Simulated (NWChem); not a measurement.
Molecule: SiBrF, singlet; SMILES F[Si]Br

```xyz
3

Si     0.6622    -1.1794     0.0000
F     -0.7322    -1.9982     0.0000
Br    -0.0766     0.9856     0.0000
```
Atoms are numbered in this order, from 1.

Computed with NWChem. Medium grid unless said otherwise, to which SCAN and Minnesota functionals are sensitive. Low-valent species are run as closed-shell singlets; no triplet was tried in these runs. All runs use the structure optimised with B3LYP/6-31G* (spherical d). B3LYP is NWChem's, with the RPA form of VWN correlation.

Problem. Order these by “dipole (D)”, lowest first: MN15/def2-SVP; BHandHLYP/def2-SVP; TPSSh/def2-SVP; LC-BLYP (range parameter 0.33 per bohr)/def2-SVP; PW91/def2-SVP.

Solution. PW91/def2-SVP (1.05), TPSSh/def2-SVP (1.17), MN15/def2-SVP (1.26), LC-BLYP (range parameter 0.33 per bohr)/def2-SVP (1.35), BHandHLYP/def2-SVP (1.48)
